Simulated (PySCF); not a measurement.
CH₄BrGaO. Atoms are numbered in the order given.

```xyz
8

Ga     0.0591    -0.7688     0.0000
Br    -0.1078     1.5474     0.0000
C     -1.4883    -1.9632     0.0000
H     -2.1042    -1.7731     0.8916
H     -1.1517    -3.0095     0.0000
H     -2.1042    -1.7731    -0.8916
O      1.7267    -1.4072     0.0000
H      2.4180    -0.7319     0.0000
```
Charge 0, spin multiplicity 1.

Coordinates come from a B3LYP-D3(BJ)/def2-SVP optimisation. The structure was generated by enumeration; whether it is a known compound was not checked. Other conformers were not sampled.

All values below come from PySCF with HF/def2-TZVP.

ESP charges are fitted to the potential on shells at 1.4 to 2.0 van der Waals radii. Atomic charges (e):

```json
[
 {"atom": "Ga1", "Löwdin": "0.08", "IAO": "1.09", "Mulliken": "0.92", "ESP fit": "0.94"},
 {"atom": "Br2", "Löwdin": "0.10", "IAO": "-0.34", "Mulliken": "-0.40", "ESP fit": "-0.37"},
 {"atom": "C3", "Löwdin": "-0.48", "IAO": "-0.72", "Mulliken": "-0.59", "ESP fit": "-0.53"},
 {"atom": "H4", "Löwdin": "0.13", "IAO": "0.15", "Mulliken": "0.14", "ESP fit": "0.11"},
 {"atom": "H5", "Löwdin": "0.13", "IAO": "0.15", "Mulliken": "0.15", "ESP fit": "0.15"},
 {"atom": "H6", "Löwdin": "0.13", "IAO": "0.15", "Mulliken": "0.14", "ESP fit": "0.11"},
 {"atom": "O7", "Löwdin": "-0.26", "IAO": "-0.84", "Mulliken": "-0.70", "ESP fit": "-0.79"},
 {"atom": "H8", "Löwdin": "0.17", "IAO": "0.36", "Mulliken": "0.34", "ESP fit": "0.38"}
]
```
